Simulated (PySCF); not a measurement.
Work out the structure from these simulated measurements.

Elements present: C, H, O and Si. Monoisotopic mass: 175.9961 u.

| Item | Value |
| --- | --- |
| 13C NMR | chemical shifts (computed TMS as zero) by class: 241.1 (1 C), 184.4 (1 C), 83.4 (1 C), 22.0 (1 C) ppm [GIAO PBE0/pcSseg-1] |
| 1H NMR | chemical shifts (computed TMS as zero) by class: 5.42 (1 H), 5.16 (1 H), 5.13 (1 H), 4.99 (1 H), 4.69 (1 H), 2.27 (3 H) ppm [GIAO PBE0/pcSseg-1] |
| NMR, other nuclei | isotropic shieldings of nuclei other than C and H, by class: -468 (1 O), -48 (1 O), 105 (1 O), 264 (1 O), 397 (1 Si), 412 (1 Si) ppm [GIAO PBE0/pcSseg-1] |
| Dipole | 2.98 D [PBE0/pcSseg-1] |
| Rotational structure | rotational constants A, B, C: 1.957, 0.742, 0.570 GHz [GFN2-xTB] |

The electronic properties come from PySCF, for the isolated species, density fitting. Levels stand in brackets. Isolated species at its GFN2-xTB geometry (one conformer only). GFN2-xTB frequencies show an imaginary mode (27i cm⁻¹), so this geometry is no minimum at that level. Each NMR value is the plain mean over a class of atoms that symmetry, rotation or inversion makes alike.

Problem. Which formula fits the mass and the elements?

Solution. C4H8O4Si2 (calculated 175.9961). No other formula that holds each of these elements comes within 0.0003 u with a fitting electron parity and a possible valence count.

Problem. Give a SMILES that accounts for the data.

Solution. Numbering: `[CH3:1][C:2](=[O:3])[O:4][C@@H:5]1[SiH2:6][O:7][SiH2:8][C:9]1=[O:10]`. Its formula, C4H8O4Si2, gives 3 degrees of unsaturation: 1 ring and 2 π bonds in the structure found. 4 carbons fall into 4 classes; from least to most shielded: carbonyl carbon [C9] (241.1 ppm), ester carbonyl carbon [C2] (184.4 ppm), ring sp3 carbon bound to oxygen [C5] (83.4 ppm), methyl carbon next to a carbonyl [C1] (22.0 ppm). Hydrogen classes from least to most shielded: 1 H on an oxygen-bound silicon, Si6 (5.42 ppm), 1 H on an oxygen-bound silicon, Si6 (5.16 ppm), 1 H on an oxygen-bound silicon, Si8 (5.13 ppm), 1 H on an sp3 carbon bound to oxygen, C5 (4.99 ppm), 1 H on an oxygen-bound silicon, Si8 (4.69 ppm), 3 H on a methyl carbon next to a carbonyl, C1 (2.27 ppm). The other shieldings belong to: -468 ppm, carbonyl oxygen [O10]; -48 ppm, ester carbonyl oxygen [O3]; 105 ppm, ester single-bonded oxygen [O4]; 264 ppm, siloxane oxygen [O7]; 397 ppm, oxygen-bound silicon [Si8]; 412 ppm, oxygen-bound silicon [Si6]. The optimised geometry has point group C1 and is an asymmetric top. Structure: `CC(=O)O[C@@H]1[SiH2]O[SiH2]C1=O`. The assignments are read from this structure; whether some other isomer fits the data as well wasn't checked. The mirror image fits equally.
